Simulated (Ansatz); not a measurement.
```yaml
crystal:
  periodic: [true, true, true]
  atoms:
    - {symbol: F, position_ang: [1.160936, -1.364192, 1.158512]}
    - {symbol: C, position_ang: [0.435374, -0.536142, 0.366857]}
    - {symbol: F, position_ang: [-0.092078, 1.519807, 2.636247]}
    - {symbol: Al, position_ang: [-0.319966, 1.101021, 1.057737]}
    - {symbol: Si, position_ang: [0.136020, -0.882831, -1.304755]}
    - {symbol: H, position_ang: [-1.159661, 2.053585, 0.126807]}
    - {symbol: H, position_ang: [-0.670289, 0.115119, -2.031524]}
    - {symbol: H, position_ang: [0.601664, -2.063468, -2.065680]}
basis:
  gaussian: {orbitals: pcseg-2}
hamiltonian: {xc: {name: wB97M-V}}
scf: {lower_state_search: light}
```

```sh
$ ansatz run in.yaml --threads 2 --pin off --events-out ev --progress --plain --max-ram 4352MiB
```

Shortened log:

```
Error: YAML parse error: error: line 2 column 3: crystal: missing field `lattice` (a structure is typed as `lattice` and `atoms`, a molecule's as `atoms` in Å alone, or read from a run's directory, `checkpoint`)
 --> <input>:2:3
1 | crystal:
2 |   periodic: [true, true, true]
3 |   atoms:
4 |     - {symbol: F, position_ang: [1.160936, -1.364192, 1.158512]}
```

(1) What is wrong with this run?

## Answers

(1) The molecule is marked periodic without a cell. The program refused the input.
